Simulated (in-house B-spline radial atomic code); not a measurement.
A fraction x of an electron is added to 3p in Si, starting from [Ne] 3s2 3p2 and keeping the highest spin. All numbers are computed (non-relativistic wB97X, spin-polarised, spherical fractional occupations; point nucleus) with an all-electron radial atomic-structure program (B-spline basis), not measured.

Caution: exact exchange at fractional occupations of open shells leaves self-interaction of up to several eV.

| x | E(x) - E(0) (eV) | 3p up level (eV) |
| --- | --- | --- |
| 0 | 0.0000 | -5.701 |
| 0.1 | -0.5460 | -5.221 |
| 0.2 | ? | ? |
| 0.3 | -1.4966 | -4.292 |
| 0.4 | -1.9033 | -3.843 |
| 0.5 | -2.2657 | -3.406 |
| 0.6 | -2.5849 | -2.981 |
| 0.7 | ? | ? |
| 0.8 | -3.0989 | -2.167 |

Task: What belongs in the row x = 0.2?

Result: An energy change of -1.0446 eV; 3p up at -4.751 eV.

Task: What belongs in the row x = 0.7?

Result: An energy change of -2.8623 eV; 3p up at -2.568 eV.

Task: Check Janak's theorem between x = 0.3 and 0.4.

Result: The slope of the energy is -4.07 eV; the orbital levels give -4.07 eV (ε of the filling orbital, averaged over the two points).
